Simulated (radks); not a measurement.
Initial-state core-level shifts of the dysprosium ion Dy+ when its valence configuration changes from [Xe] 4f10 6s1. Method: Dirac Kohn-Sham, PBE, spin-unpolarised, spherical densities, finite nucleus; open shells fill j = l - 1/2 first; Fermi nuclear charge, rms radius 5.2218 fm; computed with a radial shooting solver on a logarithmic mesh with Libxc functionals. Shifts are changes of the shell-averaged eigenvalues in eV (positive: less bound); the change of the density at the nucleus, which sets a Mossbauer isomer shift, is in e/bohr^3, on a base of 7.403e+05.

valence,2s,3d,4p,4d,density at nucleus
4f9 5d1 6s1,-6.820,-7.544,-7.199,-6.955,+34.17
4f9.5 6s1 6p0.5,-4.926,-5.232,-5.106,-5.007,+20.65
4f9 6s2,-9.235,-9.912,-9.574,-9.349,+84.76
4f8 6s1 6p2,-22.438,-23.991,-22.970,-22.425,+102.28
4f9 6s1 6p1,-10.362,-11.033,-10.700,-10.476,+44.92
4f10 5d0.5 6s0.5,+0.894,+0.872,+0.885,+0.897,-19.41
4f9.5 5d0.5 6s1,-3.260,-3.594,-3.456,-3.345,+16.12
4f9 5d0.5 6s1 6p0.5,-8.554,-9.254,-8.916,-8.681,+39.20
4f10 6p1,-1.151,-1.137,-1.148,-1.152,-34.31
